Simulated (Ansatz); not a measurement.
Reaction (atomization): `[SH][Ga][Cl]`• → Cl• + Ga• + H• + S•

Program: Ansatz. Geometries: PBE0-D4/def2-TZVP. ΔE: electronic, gas phase. CCSD(T)/CBS is the MP2 limit (def2-TZVPP, def2-QZVPP) plus CCSD(T) − MP2 in def2-TZVPP, frozen cores. This one scheme is used for every species, atoms too. DFT in def2-TZVPP. Open shells (•) are unrestricted, without spin–orbit coupling. Spin–orbit coupling would lower the free atoms: a little for Cl, S; clearly for Ga. For Ga outer-core shells are correlated without core-valence functions, so the limit isn't a true one: a few kJ/mol of doubt a bond, and 10 to 20 or more in all where bonds break to atoms. Scalar relativity is left out up to krypton. One conformer a species, not always the lowest.

```csv
level,ΔE (kJ/mol)
LDA (SPW92),1145.8
ωB97X-V,985.6
r2SCAN0,981.5
HF/def2-SVP,690.2
```

(1) What does CCSD(T)/CBS give? (Best estimate.)

Largest T1 diagnostic among the species: 0.015.

Answers

(1) Computed: +973.0 kJ/mol. The listed levels differ from it by 172.8, 12.6, 8.5, -282.8 kJ/mol.

From BLYP to BHLYP (50 % exact exchange), in def2-TZVPP and without D4, ΔE moves by −15.3 kJ/mol: exact exchange takes away binding that semilocal exchange gives to molecules. At CCSD(T), def2-SVP lies −83.1 kJ/mol from the extrapolated value and def2-TZVPP −23.1 kJ/mol: correlation converges slowly with the basis, and small sets miss more of it in the bonded molecule than in its fragments. Leaving LDA and LC-ωPBE aside and taking each functional with its dispersion term where it has one, the values, not all of them listed here, spread over 72.8 kJ/mol, from BHLYP-D4 to r2SCAN-D4. LDA lies +154.6 kJ/mol from PBE without D4, its usual overbinding.

For atomizations the MP2-based limit and the directly extrapolated one differ by several kJ/mol either way, and by 10 to 25 for some Ge, Se and Sn compounds, so smaller differences from it don't rank the levels.
